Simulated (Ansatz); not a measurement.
`[OH][In]([Cl])[Cl]` and `OB(Cl)Cl` differ in one element.

Ansatz, PBE0-D4/def2-TZVP geometries, multiplicity 1. Each molecule was computed in one conformer, which needn't be the lowest.

Elements past krypton have def2 core potentials.

| property | `[OH][In]([Cl])[Cl]` |
| --- | --- |
| HOMO–LUMO gap (ωB97M-V/def2-TZVPP) / eV | 10.92 |
| LUMO energy (PBE/def2-TZVPP) / eV | -3.45 |
| LUMO energy (B3LYP/def2-TZVPP) / eV | -2.89 |
| HOMO–LUMO gap (PBE0/def2-TZVPP) / eV | 6.68 |
| HOMO energy (B3LYP/def2-TZVPP) / eV | -8.96 |
| HOMO energy (PBE/def2-TZVPP) / eV | -7.64 |

**Question.** What does the change do to each property? (Estimate.)

**Answer.** Computed: 
| property | `OB(Cl)Cl` | shift |
| --- | --- | --- |
| HOMO–LUMO gap (ωB97M-V/def2-TZVPP) / eV | 13.15 | 2.23 |
| LUMO energy (PBE/def2-TZVPP) / eV | -1.37 | 2.08 |
| LUMO energy (B3LYP/def2-TZVPP) / eV | -0.57 | 2.32 |
| HOMO–LUMO gap (PBE0/def2-TZVPP) / eV | 8.71 | 2.03 |
| HOMO energy (B3LYP/def2-TZVPP) / eV | -8.79 | 0.17 |
| HOMO energy (PBE/def2-TZVPP) / eV | -7.63 | 0.01 |

With PBE0 the HOMO rises by 0.16 eV and the LUMO rises by 2.19 eV, so the gap widens by about 2.03 eV. PBE moves the HOMO by 0.01 eV and ωB97M-V by 0.16 eV.

B3LYP here is the variant with VWN-RPA as its local correlation; programs differ in this.
